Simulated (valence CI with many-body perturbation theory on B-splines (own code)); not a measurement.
# E1 transitions of Mn XIII

Method: configuration interaction combined with many-body perturbation theory (CI+MBPT): three valence electrons over a frozen Dirac-Fock core [Ne], radial functions for each j: 11 s, 11 p, 9 d, 7 f, 5 g, 2 h, 1 i, with the one-electron correlation potential Σ1, the two-electron term Σ2, the three-electron term Σ3, Breit, model QED; selected CI, second order for the rest, scaled by the run's own slope (own B-spline code, finite nucleus).

No measured levels were compared; by estimate levels of excited configurations hold to 0.05 to 0.15 % of their energy, terms of the ground configuration to about 0.5 %.

Lines 201 to 250 of 261 in falling wavelength, among levels below 129.34 eV, chosen from the strongest by gf and those to the six lowest levels. Wavelengths and rates use the calculated energies, so an error of 300 cm⁻¹ moves a line at 22.47 nm by 0.067 % and its rate by three times that or more. Electric multipoles are in the length gauge, E1 and E2 with the static RPA response of the core. Weak lines are less certain than strong ones. Lines between different terms over intervals too small for the method are left out, as are lines whose strength nearly cancels. Where a level lies close to another of its J and parity, the split of strength between their lines is uncertain. The highest levels of a list are the least certain.

Names give the largest LS component (configuration and term), which can be under half, so a name can repeat, a term be missing and a line seem to break the LS rules; names also repeat where a configuration has a term twice. Letters in brackets count levels of one name in rising energy.

```csv
λ vac (nm),Upper,Lower,A (s⁻¹),S (a.u.)
22.47,3s 3p 3d 4P°_3/2,3s 3p2 4P_1/2,7.13e+07,1.60e-03
22.40,3s 3p 3d 2D°_3/2 [b],3s 3p2 2S_1/2,5.79e+09,1.29e-01
22.13,3s 3p 3d 2D°_3/2 [a],3s 3p2 4P_3/2,7.63e+07,1.63e-03
22.11,3s 3p 3d 2D°_5/2 [a],3s 3p2 4P_3/2,4.73e+08,1.51e-02
21.83,3s 3p 3d 2D°_3/2 [a],3s 3p2 4P_1/2,3.66e+08,7.52e-03
21.22,3s 3p 3d 2F°_5/2 [a],3s 3p2 4P_5/2,2.77e+07,7.84e-04
21.02,3s 3p 3d 2P°_3/2 [a],3s 3p2 2D_3/2,1.11e+07,2.04e-04
20.86,3s 3p 3d 2F°_5/2 [a],3s 3p2 4P_3/2,5.42e+07,1.46e-03
20.74,3s 3p 3d 2P°_1/2 [a],3s 3p2 2D_3/2,1.59e+08,1.40e-03
20.71,3s 3p 3d 2F°_7/2 [b],3s 3p2 2D_5/2,2.74e+10,9.61e-01
20.68,3s 3p 3d 2F°_7/2 [a],3s 3p2 4P_5/2,3.24e+08,1.13e-02
20.53,3s 3p 3d 2F°_5/2 [b],3s 3p2 2D_3/2,2.61e+10,6.69e-01
20.44,3p2 3d 2F_5/2 [b],3p3 2D°_3/2,3.14e+10,7.95e-01
20.39,3p2 3d 2F_7/2 [b],3p3 2D°_5/2,3.48e+10,1.16e+00
19.79,3s 3p 3d 2P°_1/2 [b],3s 3p2 2D_3/2,7.70e+07,5.89e-04
19.74,3s 3p 3d 2P°_3/2 [b],3s 3p2 2D_3/2,2.83e+06,4.30e-05
19.64,3s 3p 3d 2D°_3/2 [b],3s 3p2 2D_3/2,2.83e+08,4.24e-03
18.87,3s 3p 3d 2P°_3/2 [a],3s 3p2 4P_5/2,4.30e+06,5.71e-05
18.59,3s 3p 3d 2P°_3/2 [a],3s 3p2 4P_3/2,8.31e+06,1.05e-04
18.57,3s 3p 3d 2F°_7/2 [b],3s 3p2 4P_5/2,2.52e+08,6.36e-03
18.48,3s 3p 3d 2F°_5/2 [b],3s 3p2 4P_5/2,1.07e+07,2.00e-04
18.38,3s 3p 3d 2P°_3/2 [a],3s 3p2 4P_1/2,2.27e+08,2.78e-03
18.38,3s 3p 3d 2P°_1/2 [a],3s 3p2 4P_3/2,1.12e+07,6.87e-05
18.21,3s 3p 3d 2F°_5/2 [b],3s 3p2 4P_3/2,2.14e+07,3.82e-04
18.17,3s 3p 3d 2P°_1/2 [a],3s 3p2 4P_1/2,1.07e+08,6.34e-04
17.84,3s 3p 3d 2P°_3/2 [b],3s 3p2 4P_5/2,1.06e+06,1.18e-05
17.76,3s 3p 3d 2D°_3/2 [b],3s 3p2 4P_5/2,9.79e+06,1.08e-04
17.72,3s 3p 3d 2D°_5/2 [b],3s 3p2 4P_5/2,2.71e+07,4.47e-04
17.63,3s 3p 3d 2P°_1/2 [b],3s 3p2 4P_3/2,3.37e+05,1.82e-06
17.59,3s 3p 3d 2P°_3/2 [b],3s 3p2 4P_3/2,1.34e+07,1.44e-04
17.51,3s 3p 3d 2D°_3/2 [b],3s 3p2 4P_3/2,5.61e+06,5.95e-05
17.48,3s 3p 3d 2D°_5/2 [b],3s 3p2 4P_3/2,2.07e+07,3.28e-04
17.40,3s 3p 3d 2P°_3/2 [b],3s 3p2 4P_1/2,5.31e+05,5.53e-06
17.32,3s 3p 3d 2D°_3/2 [b],3s 3p2 4P_1/2,1.54e+06,1.58e-05
11.32,3p2 3d 4F_3/2,3s2 3p 2P°_3/2,3.14e+05,8.99e-07
11.27,3p2 3d 4F_5/2,3s2 3p 2P°_3/2,3.02e+05,1.28e-06
11.12,3p2 3d 4F_3/2,3s2 3p 2P°_1/2,3.49e+05,9.48e-07
11.12,3p2 3d 2P_3/2 [a],3s2 3p 2P°_3/2,1.10e+07,2.97e-05
11.07,3p2 3d 4D_1/2,3s2 3p 2P°_3/2,1.44e+06,1.93e-06
11.00,3p2 3d 4D_3/2,3s2 3p 2P°_3/2,3.00e+06,7.86e-06
10.93,3p2 3d 2P_3/2 [a],3s2 3p 2P°_1/2,1.55e+06,3.99e-06
10.92,3p2 3d 2P_1/2 [a],3s2 3p 2P°_3/2,3.91e+06,5.02e-06
10.88,3p2 3d 4D_1/2,3s2 3p 2P°_1/2,3.59e+06,4.57e-06
10.74,3p2 3d 2P_1/2 [a],3s2 3p 2P°_1/2,1.11e+07,1.35e-05
10.56,3p2 3d 2D_5/2 [a],3s2 3p 2P°_3/2,2.39e+07,8.35e-05
10.53,3p2 3d 2D_3/2 [a],3s2 3p 2P°_3/2,7.10e+06,1.64e-05
10.46,3p2 3d 4P_5/2,3s2 3p 2P°_3/2,2.14e+07,7.24e-05
10.46,3p2 3d 4P_1/2,3s2 3p 2P°_3/2,2.38e+06,2.69e-06
10.46,3p2 3d 4P_3/2,3s2 3p 2P°_3/2,9.47e+05,2.14e-06
10.36,3p2 3d 2D_3/2 [a],3s2 3p 2P°_1/2,2.79e+07,6.12e-05
```
